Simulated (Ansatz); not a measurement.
Mulliken charges of `[NH2][Ta](=[O])([F])[F]` from ωB97M-V/def2-TZVPP in Ansatz (PBE0-D4/def2-TZVP geometry).

| atom | x (Å) | y (Å) | z (Å) | charge (e) |
| --- | --- | --- | --- | --- |
| N1 | -0.883 | 0.605 | 0.524 | -0.413 |
| Ta2 | 0.564 | -0.398 | -0.337 | 1.203 |
| O3 | 0.228 | -2.032 | 0.051 | -0.415 |
| F4 | 0.530 | -0.150 | -2.203 | -0.334 |
| F5 | 2.237 | 0.108 | 0.366 | -0.334 |
| H6 | -1.629 | 0.188 | 1.061 | 0.160 |
| H7 | -0.987 | 1.610 | 0.492 | 0.133 |

Q: By hand: the dipole of these point charges (1 e Å = 4.8032 D).

A: Σ q r = (-0.368, 0.373, 0.206) e Å, of length 0.563 e Å = 2.70 D.

Q: How does the dipole of the full density compare? (Best estimate.)

A: The calculation gave: (-0.356, 0.655, 0.170) e Å, 3.67 D; the point charges give 0.74 times that, at 18° from its direction.

Point charges leave out the atoms' own dipoles, such as those of lone pairs, and Mulliken's split depends on the basis, so the two needn't agree.
